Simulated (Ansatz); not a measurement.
Consider the isomerisation: `C[SiH](N)CO` → `C[SiH2]NCO`.

Calculated with Ansatz (gas phase, PBE0-D4/def2-TZVP geometries, no zero-point term in ΔE). CBS: MP2 limit from def2 TZ/QZ plus the TZ coupled-cluster correction, frozen cores. DFT in def2-TZVPP. B3LYP here is the variant with VWN-RPA as its local correlation; programs differ in this. One conformer a species, not always the lowest.

```csv
level,ΔE (kJ/mol)
PBE0-D4,32.6
B3LYP-D4,31.3
B2PLYP,29.5
PBE,32.3
CCSD(T)/def2-TZVPP,30.3
MP2/def2-QZVPP,34.0
SCS-MP2/def2-QZVPP,29.7
HF/CBS(def2),16.1
```

Q: What does CCSD(T)/CBS give? (Best estimate.)

A: The calculation gave: +33.3 kJ/mol. The listed levels differ from it by -0.7, -2.0, -3.8, -1.0, -3.0, 0.7, -3.6, -17.2 kJ/mol.

Largest T1 diagnostic among the species: 0.011.

The D4 term adds +3.3 kJ/mol with B3LYP and +1.7 kJ/mol with PBE0; it sums over pairs of atoms, weighted by their polarisabilities, and B3LYP, whose exchange is more repulsive, gets the larger term. In def2-TZVPP, CCSD(T) changes the Hartree–Fock value by +13.9 kJ/mol (the triples alone add +1.4 kJ/mol) and MP2 by +16.0 kJ/mol.

CCSD(T)/CBS has its own doubt, a few kJ/mol and more with outer-core shells, so smaller differences from it don't rank the levels.
